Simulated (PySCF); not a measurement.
# One molecule, several mistakes: BGeH3O

These are calculations, not measurements. The program is PySCF 2.14.0, an open-source quantum chemistry code, run on an isolated molecule that a program drew, which may never have been made. The molecule is BGeH3O (charge 0, singlet), drawn as the SMILES string `B[O][GeH]`.

Each row is a Hartree-Fock (HF) and frozen-core CCSD(T) single point in the cc-pVDZ basis, meant for a local HF minimum. Run 1 is clean. Each other run has one planted mistake out of seven kinds, and not every kind appears here: one electron removed, one electron added, multiplicity raised by two, geometry at a saddle point, minimal basis STO-3G, one bond length entered in bohr, all coordinates scaled. The reference is restricted for singlets and unrestricted otherwise, and also for a bond in bohr. Adding or removing an electron swaps singlet and doublet. Electrons count all cores. HOMO and LUMO are orbital energies over both spins, the gradient is its largest component, and the lowest frequency (negative if imaginary) is given only where the gradient is small. Bond lengths are over the 5 bonds as drawn. T1 is the CCSD diagnostic: over 0.02 (restricted) or 0.045 (unrestricted) a single reference is doubtful. Germanium has the cc-pVDZ-PP basis, with a core potential (ECP10MDF) in place of its 10 inner electrons, and its 3s, 3p and 3d shells are frozen in CCSD(T).

Geometry of the clean run:
```xyz
6
BGeH3O, angstrom
B     2.1210    0.3365    1.4348
O     2.6449   -0.6858    0.7312
Ge    4.2930   -0.7331   -0.0382
H     1.0109    0.2233    1.8868
H     2.7528    1.3534    1.6117
H     4.0898   -2.1978   -0.6136
```

| run | electrons | basis functions | <S^2> | HOMO (eV) | LUMO (eV) | gradient (hartree/bohr) | lowest frequency (cm^-1) | mean bond (Å) | longest bond (Å) | T1 | HF (hartree) | CCSD(T) (hartree) | mistake |
|---|---|---|---|---|---|---|---|---|---|---|---|---|---|
| 1 | 48 | 66 | 0.000 | -9.52 | 0.40 | 8.1e-06 | 165 | 1.4335 | 1.820 | 0.0165 | -394.70150 | -395.09210 | no fault |
| 2 | 48 | 66 | 2.014 | -7.94 | -0.74 | 2.6e-02 | - | 1.4335 | 1.820 | 0.0243 | -394.64702 | -395.02235 | multiplicity raised by two |
| 3 | 49 | 66 | 0.765 | -0.86 | 7.73 | 5.6e-02 | - | 1.4335 | 1.820 | 0.0220 | -394.70931 | -395.11000 | one electron added |
| 4 | 48 | 66 | 0.898 | -7.69 | 0.19 | 6.8e-03 | - | 1.7158 | 2.998 | 0.0421 | -394.62530 | -394.99867 | ? |

**Which mistake was planted in run 4, and what did it cost?**

The mean bond changes by a factor of 1.197 and the longest by 1.647, so the molecule wasn't scaled as a whole. A length L in bohr read as angstrom grows by (1/0.5292 - 1) L = 0.890 L. The 5 bonds together grew by 5 x 0.2823 = 1.411 Å, which gives L = 1.586 Å. That is bond Ge3-H6, 1.587 Å in the clean geometry. So the mistake is: one bond length entered in bohr. Subtracting run 1 and multiplying by 627.51 kcal/mol a hartree, the energy moved by 47.8 kcal/mol in HF and 58.6 kcal/mol in CCSD(T).

